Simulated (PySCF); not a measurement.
## Electronic absorption of MoN(NH2)3

MoN(NH2)3 (singlet state).
Z-matrix (Å and degrees, PBE0-D3(BJ)/def2-SVP geometry), rows numbered from 1:
```
Mo
N   1  1.6224
N   1  1.9444  2  104.73
H   3  1.0147  1  125.44  2    -0.03
H   3  1.0168  1  124.36  2   179.95
N   1  1.9445  2  104.70  3  -120.05
H   6  1.0168  1  124.40  2   179.99
H   6  1.0147  1  125.39  2    -0.02
N   1  1.9443  2  104.74  3   119.97
H   9  1.0168  1  124.36  2  -179.96
H   9  1.0147  1  125.44  2     0.05
```

Computed with TDDFT PBE0/def2-SVPD, vertical, gas phase, core orbitals frozen in the response, def2 core potentials past Kr in PySCF. Spin–orbit coupling is left out.

```csv
state,E (eV),E (kJ/mol),λ (nm),f,|μ| (D),symmetry,"main configurations (H = HOMO, L = LUMO)"
S1,4.99,482,248.3,0.051,1.64,E,H→L/L+1 (≥85%)
S2,4.99,482,248.3,0.051,1.64,E,H→L/L+1 (≥85%)
S3,5.36,517,231.4,0.0000,0.00,–,H-2/H-1→L/L+1 (≥71%)
S4,5.53,534,224.0,0.0000,0.00,–,H→L+2 (95%)
S5,5.60,540,221.3,0.0035,0.41,E,H-3→L/L+1 (≥87%)
S6,5.60,541,221.3,0.0035,0.41,E,H-3→L/L+1 (≥87%)
S7,5.73,553,216.4,0.031,1.20,E,"H-2/H-1→L/L+1 (≥53%), H-3→L/L+1 (≥8%)"
S8,5.73,553,216.3,0.031,1.20,E,"H-2/H-1→L/L+1 (≥53%), H-3→L/L+1 (≥8%)"
S9,5.88,568,210.8,0.020,0.96,A1,H-2/H-1→L/L+1 (≥72%)
```

Triplets (Tamm–Dancoff): T1 4.19 eV, H→L/L+1 (≥91%); T2 4.19 eV, H→L/L+1 (≥91%); T3 4.64 eV, H-2/H-1→L/L+1 (≥37%), H-4→L/L+1 (≥16%).

The lowest singlet level (S1/S2) lies at 4.99 eV (248 nm, ultraviolet) and is of moderate strength. The lowest level is also the most intense of those listed (f = 0.102 summed). S1/S2, S5/S6 and S7/S8 lie within about 0.01 eV of each other in each set; the point group C3v has degenerate representations, and within a degenerate level the listed configurations can mix freely. For S1 the Löwdin share of molybdenum is at most 4% in HOMO and 54% in LUMO (ligand-to-metal charge transfer by this measure). Of the 9 states listed, 5 reach f = 0.01 and 2 stay under 0.0005. Orbital energies (eV): HOMO-3 -8.32, HOMO-2 -7.99, HOMO-1 -7.99, HOMO -6.95, LUMO -0.75, LUMO+1 -0.75, LUMO+2 -0.19. No computed singlet lies in the visible range (380 to 750 nm); the lowest, at 248 nm, stands 1.73 eV above its violet end (3.26 eV). All these states lie below the vertical ionisation energy of 8.73 eV (ΔSCF). Symmetry labels in C3v follow from the direction of the transition dipole and are given only for states with f of 0.002 or more. Orbitals of the list HOMO-3 to LUMO+2 that lie within 0.01 eV of each other are written together with a slash and their weights summed (≥ marks a lower bound); for degenerate orbitals outside that list single weights are arbitrary. Only the lowest 10 singlets were computed, as vertical energies without vibronic structure. The highest level found (6.06 eV, f 0.0000 so far) is left out, since the window may have cut off a degenerate partner.
